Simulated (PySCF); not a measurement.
SnF, SMILES [F][Sn+] (connectivity only; charge and spin as stated), charge +1, multiplicity 1.

Geometry: B3LYP-D3(BJ)/def2-TZVP. The spin state was assumed, not searched. The def2 effective core potentials stand for the cores of Sn; spin–orbit coupling is left out.

Method: PySCF with ωB97X/def2-TZVPD.

Gas-phase values at a fixed geometry.

Q: Estimate the frontier levels, gap, dipole moment and polarisability. (The exact figures need the calculation; the answer reports its results.)

A: 
| Item | Value |
|---|---|
| highest occupied level | -18.75 eV |
| lowest empty level | -7.33 eV |
| orbital gap | 11.41 eV |
| dipole moment about the centre of nuclear charge | 3.58 D |
| mean static polarisability | 25.6 bohr³ (3.80 Å³) |
| polarisability, principal values | 23.6, 23.6, 29.7 bohr³ |
